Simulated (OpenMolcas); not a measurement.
A calculation on Kr3+.

```json
{"Program": "OpenMolcas", "Method": "CASSCF", "Basis": "ANO-RCC-VQZP [7s6p4d2f1g]", "Scalar Hamiltonian": "DKH2, point nucleus", "Active space": "5 electrons in 8 orbitals (4s 4p 5s 5p)", "State averaging": "2S+1 = 4 odd, 1 root; 2S+1 = 2 odd, 8 roots; 2S+1 = 4 even, 3 roots; 2S+1 = 2 even, 9 roots", "Spin-orbit coupling": "state interaction with AMFI integrals over the reference wave functions, term energies averaged over their components"}
```

(1) Which level of the active space comes out lowest?

(2) How high does 4s2 4p3 2D* 5/2 lie?

(3) How high does 4s 4p4 4P 5/2 lie?

(4) How high does 4s 4p4 2S 1/2 lie?

(5) The level at 34628 cm-1 has J = 3/2. What is it made of, and what is its g factor?

Measured values: Saloman, J. Phys. Chem. Ref. Data 36, 215 (2007).

Answers

(1) 4s2 4p3 4S* 3/2, with 98 % of that term; it is also the measured ground level.

(2) 23028 cm-1 above the lowest level; measured 18700 cm-1 above the ground level, so the calculation is off by +23 %.

(3) 123932 cm-1 above the lowest level; measured 118762 cm-1 above the ground level, so the calculation is off by +4 %.

(4) 190825 cm-1 above the lowest level; measured 173952 cm-1 above the ground level, so the calculation is off by +10 %.

(5) 86 % 4s2 4p3 2P* 3/2, 13 % 4s2 4p3 2D*; g = 1.272, against 1.334 from Landé's formula for the pure leading term.

Active for correlation alone: 5p 5s; no level in the range computed is led by a configuration that fills them, so any true level of that kind is missing. Terms of s pⁿ other than that of highest spin mix with s² pⁿ⁻² d, which this space lacks; all of them can be thousands of cm-1 off, and some have no real level of that name. Computed and measured levels are paired by configuration, term and J; levels that our copy of the source lacks, or whose pairing is in doubt (as where it misses far off the trend of its configuration), stay unpaired and out of the deviations. Only configurations of the active space appear.

* marks odd parity.
